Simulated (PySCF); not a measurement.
C5H4N, doublet, at a GFN2-xTB geometry; TPSS/3-21G (PySCF).

Here is a job for PySCF.
```python
from pyscf import gto, scf, dft

mol = gto.Mole()
mol.atom = '''
    N    -0.002148    0.000375    1.319852
    C     0.002278   -0.000398   -1.399618
    C     0.014711    1.134855    0.662254
    C    -0.016868   -1.134478    0.662848
    C    -0.015410   -1.193668   -0.735457
    C     0.017805    1.193250   -0.736081
    H     0.026340    2.039951    1.254501
    H    -0.030425   -2.039237    1.255568
    H    -0.027889   -2.149059   -1.235791
    H     0.031913    2.148356   -1.236915
'''
mol.basis = '3-21g'
mol.charge = 0
mol.spin = 1
mol.verbose = 4
mol.build()

mf = dft.UKS(mol)
mf.xc = 'tpss'
mf.grids.radi_method = dft.radi.delley
mf.kernel()
```

What the program printed (banner, timings and long lists left out):

```
PySCF version 2.14.0

[INPUT] verbose = 4
[INPUT] num. atoms = 10
[INPUT] num. electrons = 41
[INPUT] charge = 0
[INPUT] spin (= nelec alpha-beta = 2S) = 1
[INPUT] symmetry False subgroup None
[INPUT] Mole.unit = angstrom
[INPUT] Symbol           X                Y                Z      unit          X                Y                Z       unit  Magmom
[INPUT]  1 N     -0.002148000000   0.000375000000   1.319852000000 AA   -0.004059131716   0.000708647297   2.494158804959 Bohr   0.0
[INPUT]  2 C      0.002278000000  -0.000398000000  -1.399618000000 AA    0.004304796112  -0.000752110998  -2.644894699012 Bohr   0.0
[INPUT]  3 C      0.014711000000   1.134855000000   0.662254000000 AA    0.027799761018   2.144565141093   1.251478684898 Bohr   0.0
[INPUT]  4 C     -0.016868000000  -1.134478000000   0.662848000000 AA   -0.031875900269  -2.143852714344   1.252601182216 Bohr   0.0
[INPUT]  5 C     -0.015410000000  -1.193668000000  -0.735457000000 AA   -0.029120679580  -2.255705603657  -1.389812306394 Bohr   0.0
[INPUT]  6 C      0.017805000000   1.193250000000  -0.736081000000 AA    0.033646573648   2.254915698137  -1.390991495496 Bohr   0.0
[INPUT]  7 H      0.026340000000   2.039951000000   1.254501000000 AA    0.049775386121   3.854948697533   2.370663312993 Bohr   0.0
[INPUT]  8 H     -0.030425000000  -2.039237000000   1.255568000000 AA   -0.057494917340  -3.853599433080   2.372679650768 Bohr   0.0
[INPUT]  9 H     -0.027889000000  -2.149059000000  -1.235791000000 AA   -0.052702571888  -4.061132935532  -2.335306537202 Bohr   0.0
[INPUT] 10 H      0.031913000000   2.148356000000  -1.236915000000 AA    0.060306829813   4.059804458066  -2.337430589366 Bohr   0.0

nuclear repulsion = 198.900411165092
number of shells = 38
number of NR pGTOs = 102
number of NR cGTOs = 62
basis = 3-21g
ecp = {}

******** <class 'pyscf.dft.uks.UKS'> ********
method = UKS
initial guess = minao
damping factor = 0
level_shift factor = 0
DIIS = <class 'pyscf.scf.diis.CDIIS'>
diis_start_cycle = 1
diis_space = 8
diis_damp = 0
SCF conv_tol = 1e-09
SCF conv_tol_grad = None
SCF max_cycles = 50
direct_scf = True
direct_scf_tol = 1e-13
number electrons alpha = 21  beta = 20
XC library pyscf.dft.libxc version 7.1.2
    S. Lehtola, C. Steigemann, M. J. T. Oliveira, and M. A. L. Marques,  SoftwareX 7, 1–5 (2018)
XC functionals = tpss
    J. Tao, J. P. Perdew, V. N. Staroverov, and G. E. Scuseria,  Phys. Rev. Lett. 91, 146401 (2003)
    J. P. Perdew, J. Tao, V. N. Staroverov, and G. E. Scuseria,  J. Chem. Phys. 120, 6898 (2004)
    J. Tao, J. P. Perdew, V. N. Staroverov, and G. E. Scuseria,  Phys. Rev. Lett. 91, 146401 (2003)
    J. P. Perdew, J. Tao, V. N. Staroverov, and G. E. Scuseria,  J. Chem. Phys. 120, 6898 (2004)
radial grids: B. Delley radial grids. Ref. JCP 104, 9848 (1996); DOI:10.1063/1.471749. log2 algorithm
becke partition: Becke, JCP 88, 2547 (1988); DOI:10.1063/1.454033
pruning grids: <function nwchem_prune>
grids dens level: 3
symmetrized grids: False
atomic radii adjust function: <function treutler_atomic_radii_adjust>
small_rho_cutoff = 0
Set gradient conv threshold to 3.16228e-05
tot grids = 130744
init E= -247.103226551287

cycle= 1 E= -246.247275782963  delta_E= 0.856  |g|= 0.196  |ddm|= 2.64
cycle= 2 E= -246.232613672027  delta_E= 0.0147  |g|= 0.272  |ddm|= 0.64
cycle= 3 E= -246.26649597145  delta_E= -0.0339  |g|= 0.078  |ddm|= 0.349
cycle= 4 E= -246.268592605754  delta_E= -0.0021  |g|= 0.0383  |ddm|= 0.131
cycle= 5 E= -246.269383859352  delta_E= -0.000791  |g|= 0.0184  |ddm|= 0.0788
cycle= 6 E= -246.269603979137  delta_E= -0.00022  |g|= 0.00281  |ddm|= 0.0251
cycle= 7 E= -246.269614396637  delta_E= -1.04e-05  |g|= 0.00152  |ddm|= 0.00855
cycle= 8 E= -246.269616500322  delta_E= -2.1e-06  |g|= 0.000932  |ddm|= 0.00337
cycle= 9 E= -246.269617632485  delta_E= -1.13e-06  |g|= 0.000154  |ddm|= 0.00252
cycle= 10 E= -246.269617716471  delta_E= -8.4e-08  |g|= 2.98e-05  |ddm|= 0.000903
cycle= 11 E= -246.269617718018  delta_E= -1.55e-09  |g|= 7.34e-06  |ddm|= 0.000116
cycle= 12 E= -246.269617718057  delta_E= -3.98e-11  |g|= 1.8e-06  |ddm|= 1.45e-05
Extra cycle  E= -246.269617718054  delta_E= 2.9e-12  |g|= 3.26e-06  |ddm|= 6.02e-06
converged SCF energy = -246.269617718054  <S^2> = 0.75643722  2S+1 = 2.0064269
```
